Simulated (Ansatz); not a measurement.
Program: Ansatz. Geometries: PBE0-D4/def2-TZVP. ΔE: electronic, gas phase. CCSD(T)/CBS is the MP2 limit (def2-TZVPP, def2-QZVPP) plus CCSD(T) − MP2 in def2-TZVPP, frozen cores. Functionals use def2-TZVPP. B3LYP here is the variant with VWN-RPA as its local correlation; programs differ in this. Each species was taken in one conformer, which may not be the lowest.

Reaction (redistribution): `O[SiH2]S[SiH3]` + `OCO[SiH2]F` → `OCO[SiH3]` + `O[SiH2]S[SiH2]F`

| level | ΔE (kJ/mol) | difference from CCSD(T)/CBS |
| --- | --- | --- |
| PBE-D4 | 21.7 | -2.1 |
| r2SCAN-D4 | 22.8 | -1.0 |
| PBE0-D4 | 22.9 | -0.9 |
| B3LYP-D4 | 22.9 | -0.9 |
| ωB97X-V | 23.4 | -0.4 |
| B2PLYP | 22.4 | -1.4 |
| PBE0 | 21.9 | -1.9 |
| B3LYP | 20.9 | -2.9 |
| HF/def2-TZVPP | 22.9 | -0.9 |
| SCS-MP2/def2-TZVPP | 23.9 | 0.1 |
| CCSD/def2-TZVPP | 24.6 | 0.8 |
| CCSD(T)/def2-TZVPP | 24.7 | 0.9 |
| HF/def2-QZVPP | 22.3 | -1.5 |
| MP2/def2-QZVPP | 23.7 | -0.1 |
| MP2/CBS(def2) | 23.5 | -0.3 |
| CCSD/CBS(def2) | 23.7 | -0.1 |
| CCSD(T)/CBS | 23.8 | 0 |

Largest T1 diagnostic among the species: 0.012.
